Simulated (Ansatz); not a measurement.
`C=CC[TeH]` + `C=CN[SiH3]` → `C=CCN([SiH3])C=C` + H₂Te  (substitution at a C–Te bond)

Isolated molecules relaxed with PBE0-D4/def2-TZVP in Ansatz; ΔE leaves out vibrations. CCSD(T)/CBS adds triple-zeta CCSD(T) − MP2 to the extrapolated MP2 energy (def2 sets, frozen cores). This one scheme is used for every species. Elements past krypton have def2 core potentials. For Te outer-core shells are correlated without core-valence functions, which leaves a few kJ/mol of doubt a bond. One conformer a species, not always the lowest.

| species | CCSD(T)/def2-TZVPP energy (Eh) |
| --- | --- |
| `C=CC[TeH]` | -385.12104 |
| `C=CN[SiH3]` | -423.99126 |
| `C=CCN([SiH3])C=C` | -540.47230 |
| H₂Te | -268.63034 |

Work out ΔE.

ΔE = (-540.47230) + (-268.63034) − (-385.12104) − (-423.99126) = 0.00966 Eh = +0.26 eV. CCSD(T)/CBS gives +0.33 eV.

Largest T1 diagnostic among the species: 0.012.

From BLYP to BHLYP (50 % exact exchange), in def2-TZVPP and without D4, ΔE moves by −0.12 eV. Leaving LDA and LC-ωPBE aside and taking each functional with its dispersion term where it has one, the values, not all of them listed here, spread over 0.13 eV, from ωB97X-V to B2PLYP. LDA lies −0.23 eV from PBE without D4.
